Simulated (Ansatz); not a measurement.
Consider the substitution at a C–C bond: `CC[O][Ga]([CH3])[F]` + `[CH3][Ge]([NH2])([OH])[Cl]` → `C[O][Ge]([CH3])([NH2])[Cl]` + `C[O][Ga]([CH3])[F]`.

Isolated molecules relaxed with PBE0-D4/def2-TZVP in Ansatz; ΔE leaves out vibrations. CBS: MP2 limit from def2 TZ/QZ plus the TZ coupled-cluster correction, frozen cores. Functionals use def2-TZVPP. For Ga, Ge outer-core shells are correlated without core-valence functions, which leaves a few kJ/mol of doubt a bond. Scalar relativity is left out up to krypton. One conformer a species, not always the lowest.

`CC[O][Ga]([CH3])[F]`:

Z-matrix (Å, degrees):
```
C
C 1 1.512
H 1 1.094 2 110.6
H 1 1.093 2 110.7 3 119.4
H 1 1.092 2 110.5 3 -120.5
O 2 1.413 1 112.0 3 64.8
H 2 1.096 1 110.0 3 -176.7
H 2 1.097 1 109.6 3 -59.0
Ga 6 1.772 2 123.1 1 -77.9
C 9 1.937 6 126.2 2 177.1
F 9 1.765 6 112.3 2 -3.9
H 10 1.091 9 109.7 6 -120.2
H 10 1.089 9 110.5 6 0.5
H 10 1.091 9 109.7 6 121.2
```

`[CH3][Ge]([NH2])([OH])[Cl]`:

Z-matrix (Å, degrees):
```
C
Ge 1 1.929
H 1 1.089 2 109.6
H 1 1.091 2 110.1 3 -119.8
H 1 1.090 2 109.2 3 120.1
N 2 1.810 1 112.0 3 179.1
O 2 1.767 1 114.2 3 -62.2
Cl 2 2.185 1 107.6 3 53.5
H 6 1.010 2 115.9 1 -58.4
H 6 1.010 2 114.4 1 172.4
H 7 0.960 2 111.7 1 100.6
```

`C[O][Ge]([CH3])([NH2])[Cl]`:

```xyz
14

C    -0.277   -2.142   -0.538
O    -0.929   -1.011   -0.007
Ge   -0.195    0.587   -0.121
C     1.446    0.789    0.877
N    -1.522    1.678    0.454
Cl    0.312    0.879   -2.224
H    -0.935   -3.001   -0.399
H    -0.072   -2.030   -1.609
H     0.669   -2.351   -0.023
H     1.255    0.588    1.932
H     1.823    1.806    0.764
H     2.197    0.095    0.499
H    -1.347    2.665    0.331
H    -2.425    1.448    0.063
```

`C[O][Ga]([CH3])[F]`:

Z-matrix (Å, degrees):
```
C
O 1 1.404
H 1 1.095 2 110.0
H 1 1.095 2 109.8 3 -118.7
H 1 1.099 2 113.7 3 120.7
Ga 2 1.773 1 123.4 3 -118.5
F 6 1.752 2 110.2 1 179.3
C 6 1.944 2 128.7 1 -0.3
H 8 1.090 6 109.6 2 -146.2
H 8 1.092 6 109.6 2 95.1
H 8 1.090 6 111.2 2 -25.0
```

| level | ΔE (kcal/mol) | difference from CCSD(T)/CBS |
| --- | --- | --- |
| PBE0-D4 | 18.6 | -0.5 |
| ωB97X-V | 17.9 | -1.2 |
| ωB97M-V | 18.6 | -0.5 |
| r2SCAN | 18.8 | -0.3 |
| HF/def2-TZVPP | 16.8 | -2.3 |
| MP2/def2-TZVPP | 19.5 | 0.4 |
| SCS-MP2/def2-TZVPP | 18.3 | -0.8 |
| CCSD/def2-TZVPP | 18.4 | -0.7 |
| MP2/def2-QZVPP | 19.8 | 0.7 |
| HF/CBS(def2) | 16.7 | -2.4 |
| CCSD(T)/CBS | 19.1 | 0 |

Largest T1 diagnostic among the species: 0.014.

In def2-TZVPP, CCSD(T) changes the Hartree–Fock value by +1.6 kcal/mol (the triples alone add +0.0 kcal/mol) and MP2 by +2.7 kcal/mol.
